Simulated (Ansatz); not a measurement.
Consider the redistribution: `NB(O)CF` + `OB(F)O[SiH3]` → `NB(O)O[SiH3]` + `OB(F)CF`.

Calculated with Ansatz (gas phase, PBE0-D4/def2-TZVP geometries, no zero-point term in ΔE). CCSD(T)/CBS is the MP2 limit (def2-TZVPP, def2-QZVPP) plus CCSD(T) − MP2 in def2-TZVPP, frozen cores. DFT in def2-TZVPP. B3LYP here is the variant with VWN-RPA as its local correlation; programs differ in this. Each species was taken in one conformer, which may not be the lowest.

Task: Is it downhill or uphill in electronic energy at CCSD(T)/CBS, and by how much? (Estimate.)

Result: Computed: Uphill: ΔE = +7.6 kJ/mol.

Task: What do these levels give: r2SCAN-D4, B3LYP-D4, ωB97M-V, r2SCAN, PBE0, HF/def2-TZVPP, MP2/def2-TZVPP, SCS-MP2/def2-TZVPP, CCSD(T)/def2-TZVPP, HF/def2-QZVPP, SCS-MP2/def2-QZVPP, MP2/CBS(def2)? (Best estimate.)

Result: Ansatz gave: r2SCAN-D4 6.5, B3LYP-D4 8.1, ωB97M-V 7.5, r2SCAN 6.6, PBE0 7.8, HF/def2-TZVPP 9.5, MP2/def2-TZVPP 8.3, SCS-MP2/def2-TZVPP 8.5, CCSD(T)/def2-TZVPP 8.2, HF/def2-QZVPP 9.2, SCS-MP2/def2-QZVPP 8.0, MP2/CBS(def2) 7.7 kJ/mol.

Largest T1 diagnostic among the species: 0.012.
